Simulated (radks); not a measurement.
Results of a calculation; reference values are marked as such.
Ho XLII, configuration [Ar] 3d8.

Level of theory: Dirac Kohn-Sham, BLYP, spin-unpolarised, spherical densities, finite nucleus; open shells fill j = l - 1/2 first; Fermi nuclear charge, rms radius 5.2022 fm (a radial shooting solver on a logarithmic mesh with Libxc functionals).

Energy parts (hartree):
total: -11452.9222
kinetic: 12694.3346
electron-nucleus: -26123.4750
Hartree: 2175.8078
exchange-correlation: -199.5896

Orbitals (lengths in bohr, moments of r in powers of bohr):
orbital	occ.	eigenvalue (hartree)	<r>	<1/r>
1s1/2	2	-2112.181	0.02074	76.05
2s1/2	2	-413.9212	0.08724	18.32
2p1/2	2	-398.0172	0.07263	18.28
2p3/2	4	-366.2909	0.07972	15.94
3s1/2	2	-143.6256	0.2226	6.918
3p1/2	2	-136.9085	0.2116	6.840
3p3/2	4	-129.7692	0.2236	6.242
3d3/2	4	-118.7317	0.1954	6.122
3d5/2	4	-117.1226	0.1992	5.975
4s1/2	0	-71.40050	0.4419	3.401
4p1/2	0	-68.55914	0.4375	3.345
4p3/2	0	-66.16162	0.4551	3.134

The highest occupied level is 3d5/2 at -3187.1 eV. The electron density at the nucleus is 8.02e+05 e/bohr^3. For comparison, the ionisation energy in NIST's Atomic Spectra Database is 3238 eV (theoretical). In exact Kohn-Sham theory the highest level is minus the ionisation energy, but local and semilocal functionals leave it too shallow, through self-interaction and a potential that decays too fast; potentials with the right tail come closer. Summed over all electrons, <r^2> = 0.8741 bohr^2, which gives a Langevin (diamagnetic) susceptibility term of -0.692 x 10^-6 cm^3/mol.

Beside tabulated values, note that spin-unpolarised runs miss the spin-polarisation part of the exchange energy of open shells.
